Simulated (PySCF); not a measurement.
H2BrFInN, SMILES [NH2][In]([F])[Br], singlet (B3LYP/def2-SVP optimised geometry):

```
6

In    -0.020     0.157     0.000
F      1.943     0.157     0.000
Br    -1.070     2.410     0.000
N     -0.991    -1.614    -0.246
H     -1.943    -1.618     0.121
H     -0.488    -2.410     0.149
```

Level of theory: B3LYP/def2-TZVP, def2 effective core potentials past Kr (PySCF 2.14.0).

Question: What are the frontier orbital energies and the dipole moment?

Answer: HOMO-2 -8.52 eV, HOMO-1 -8.36 eV, HOMO -7.94 eV, LUMO -2.79 eV, LUMO+1 -1.42 eV; dipole moment 3.31 D.

On the same geometry PBE/def2-TZVP, def2 effective core potentials past Kr (PySCF 2.14.0) gives HOMO-2 -7.46 eV, HOMO-1 -7.30 eV, HOMO -6.82 eV, LUMO -3.32 eV, LUMO+1 -1.84 eV; dipole moment 3.24 D.
